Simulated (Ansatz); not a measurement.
`OC1(F)NB1[SiH3]` + H₂ → `OC1(F)BN1` + SiH₄ at 600 K and 1 bar (hydrogenolysis of a B–Si bond).

Gas-phase electronic energies from Ansatz, PBE0-D4/def2-TZVP geometries. CCSD(T)/CBS is the MP2 limit (def2-TZVPP, def2-QZVPP) plus CCSD(T) − MP2 in def2-TZVPP, frozen cores. This one scheme is used for every species. One conformer a species, not always the lowest.

| species | CCSD(T)/CBS energy (Eh) | H − E (kJ/mol) | S (J/(mol·K)) |
| --- | --- | --- | --- |
| `OC1(F)NB1[SiH3]` | -584.56642 | 246.0 | 466.8 |
| H₂ | -1.17544 | 43.9 | 150.8 |
| `OC1(F)BN1` | -294.28666 | 181.4 | 366.9 |
| SiH₄ | -291.46306 | 108.7 | 242.3 |

H − E and S are ideal-gas, rigid-rotor, harmonic terms from PBE0-D4/def2-TZVP, for one conformer and one mirror image of each species. The MP2-based limit puts H₂ 0.8 mEh under its directly extrapolated value; such offsets cancel only in part. 1 Eh = 2625.50 kJ/mol, R = 8.31446 J/(mol·K).

**Question.** By hand: ΔE, ΔH, ΔS and ΔG.

**Answer.** ΔE = (-294.28666) + (-291.46306) − (-584.56642) − (-1.17544) = -0.00786 Eh = -20.6 kJ/mol. Δ(H − E) = 181.4 + 108.7 − 246.0 − 43.9 = 0.2, so ΔH = -20.4 kJ/mol. ΔS = 366.9 + 242.3 − 466.8 − 150.8 = -8.4 J/(mol·K). ΔG = -20.4 − 600 × (-8.4)/1000 = -15.4 kJ/mol.

**Question.** By hand: the equilibrium constant, and the temperature at which ΔG would vanish if ΔH and ΔS stayed fixed.

**Answer.** log₁₀ K = −ΔG/(RT ln 10) = 1.3. ΔG = 0 at ΔH/ΔS = 2429 K, though so small a ΔS makes that figure unsure.

The number of gas molecules stays the same, so ΔS is small and ΔH decides. A doubt of 5 kJ/mol in ΔE shifts log₁₀ K by 0.4 here. Other conformers and mirror images would add mixing entropy, several J/(mol·K) or more a flexible species. Modes under 60 cm⁻¹, often nearly free rotors, make the harmonic entropy too high. These are equilibria of isolated gas molecules and say nothing of rates. Largest T1 diagnostic: 0.014 (customary marks: 0.02 for closed shells, 0.045 for open ones).
